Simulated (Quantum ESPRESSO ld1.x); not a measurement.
The numbers below are computed, except where a source is named.
Question: All-electron atom: Yb3+ in [Xe] 4f13 (the NIST ground configuration). Level of theory: scalar-relativistic Kohn-Sham, PBE, spin-unpolarised, spherical densities, point nucleus (ld1.x of Quantum ESPRESSO 7.5). Some entries of the table are withheld. Estimate them.

orbital  occ.  eigenvalue (eV)  <r^2> (bohr^2)
1s          2         -61279.2             (1)
2s          2              (2)        0.008209
2p          6         -9178.01        0.006714
3s          2         -2373.21         0.05368
3p          6         -2001.82         0.05420
3d         10         -1549.98             (3)
4s          2         -494.299          0.2684
4p          6         -372.317             (4)
4d         10         -211.821          0.3623
5s          2         -85.7705           1.581
5p          6         -57.1015           2.189
4f         13         -35.9946          0.7014

Answer: 
(1) 1s <r^2> (bohr^2): 0.0005297
(2) 2s eigenvalue (eV): -10410.3
(3) 3d <r^2> (bohr^2): 0.04510
(4) 4p <r^2> (bohr^2): 0.3050
